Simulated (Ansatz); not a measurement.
Ansatz (a first-principles code) input for OZn, SMILES [O]=[Zn], PBE0/def2-TZVPD. Coordinates come from a PBE0-D3(BJ)/def2-TZVPD optimisation.

Ansatz 0.2 input:
```yaml
crystal:
  periodic: [false, false, false]
  atoms:
    - {symbol: Zn, position_ang: [0.00000000, 0.00000000, -0.35804917]}
    - {symbol: O, position_ang: [0.00000000, 0.00000000, 1.34268437]}
basis:
  gaussian:
    orbitals: def2-TZVPD
hamiltonian:
  xc: {name: PBE0}
```

Program output:

```
WARN ansatz: RAYON_NUM_THREADS=1 ignored (pool sized by the plan → 1); use --threads N
Functional definition: PBE0
integrals: 0.02 GiB planned
721 factors; their error is unknown
mean field: 0.24 GiB planned
mean field evaluation 1: about -50440.9448 eV, gradient 8.5e1 eV
mean field evaluation 2: about -50239.1088 eV, gradient 2.1e2 eV
mean field evaluation 4: about -50452.2543 eV, gradient 5.4e1 eV
mean field evaluation 8: about -50455.4344 eV, gradient 1.5e-1 eV
mean field evaluation 16: about -50455.5385 eV, gradient 8.7e-4 eV
mean field -50455.53850818 eV, -1854.2068401833 hartree, gradient 6.2e-6 eV, S^2 0.000000; 0 other end points of the search recorded, 0 dependent functions left out
reference -50455.53853696 eV, -1854.2068412409 hartree; 19, 19 occupied and 72, 72 virtual orbitals, 721 factors
Total energy: -50455.53853696 eV, -1854.2068412409 hartree
```

The run converged.
